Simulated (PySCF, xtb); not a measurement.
Al(AsH2)(F)(H) (AlAsFH₃), SMILES [F][AlH][AsH2].

GFN2-xTB run with xtb at its own geometry gives an orbital gap of 3.96 eV and a dipole moment of 1.87 D.

Geometry optimised at PBE0-D3(BJ)/def2-TZVP. The geometry has at least one imaginary mode, so it is a saddle point at that level.

Q: What does PBE/def2-TZVPD (PySCF) give? (Estimate from the structure and the level; the computed values follow.)

A: gap 4.14 eV (levels -6.49 and -2.35 eV), dipole 1.10 D.
